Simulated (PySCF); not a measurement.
# Tl: ionisation energy

Tl [Xe] 4f14 5d10 6s2 6p1 (2P) → Tl⁺ [Xe] 4f14 5d10 6s2 (1S), as a difference of total energies. Calculation: PySCF 2.14, in aug-cc-pVDZ-PP with ECP60MDF; scalar relativity through the core potential. Correlated levels: valence: 5s2 5p6 5d10 frozen. The calculations carry no spin-orbit coupling.

```json
{"method": "UHF", "ionisation energy (eV)": "4.999"}
{"method": "M06-2X", "ionisation energy (eV)": "5.318"}
{"method": "BP86", "ionisation energy (eV)": "5.547"}
{"method": "MP2 (valence)", "ionisation energy (eV)": "5.127"}
{"method": "SCS-MP2 (valence)", "ionisation energy (eV)": "5.105"}
{"method": "CCSD (valence)", "ionisation energy (eV)": "5.175"}
{"method": "CCSD(T) (valence)", "ionisation energy (eV)": "5.183"}
```

How much does correlation contribute at CCSD(T) (valence)?

5.183 − (4.999) = 0.184 eV, measured against UHF.

Errors of the correlated levels include the incompleteness of this basis and the frozen core.

For comparison: 5.464 eV (measured; NIST levels, between the centres of gravity of the two terms).
